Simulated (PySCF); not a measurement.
CH2ClF3Si, SMILES FC(F)(F)[SiH2]Cl. Heavy atoms are numbered as in [SiH2:1]([Cl:2])[C:3]([F:4])([F:5])[F:6]. Hydrogens are named by the atom that carries them.

Coordinates come from a PBE0-D3(BJ)/def2-SVP optimisation.

All values below come from PBE/pcSseg-1 run with PySCF.

GIAO shieldings, no solvent; atoms alike by connectivity are averaged. δ = σ(ref) − σ: ²⁹Si against TMS (σ = 335.4 ppm); ³⁵Cl against HCl (σ = 936.5 ppm); ¹³C against TMS (σ = 182.0 ppm); ¹⁹F against CFCl3 (σ = 133.6 ppm); ¹H against TMS (σ = 31.49 ppm), references at their B3LYP-D3(BJ)/def2-TZVP geometries, non-relativistic (without spin–orbit terms, shifts of atoms bonded to Cl or Br come out too high).

Computed chemical shifts:
| nucleus | atoms | count | δ (ppm) |
|---|---|---|---|
| ²⁹Si | Si1 (SiH2) | 1 | -22.4 |
| ³⁵Cl | Cl2 | 1 | -51.1 |
| ¹³C | C3 | 1 | 139.3 |
| ¹⁹F | F4 | 3 | -96.4 |
| ¹H | H on Si1 | 2 | 5.37 |
